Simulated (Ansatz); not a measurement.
B2As3⁻. Total charge -1; singlet. Geometry relaxed at PBE-D4/def2-SVPD.

Cartesian coordinates in Å:
```
B 0.248 -0.344 -0.535
B -0.665 0.991 0.184
As 0.537 0.333 1.589
As 0.620 -1.934 0.499
As -0.740 0.953 -1.736
```

The structure comes from a short search, and lower isomers may exist.

Task: Estimate the harmonic wavenumbers at RKS PBE-D4/def2-SVPD (Ansatz, unscaled). Is this a minimum?

Result: 163, 188, 233, 268, 305, 345, 629, 823, 896 cm⁻¹. Yes, no mode is imaginary beyond noise. Zero-point energy 23.0 kJ/mol. It took 64 s on 4 threads of Arm Neoverse N1 on a shared host.
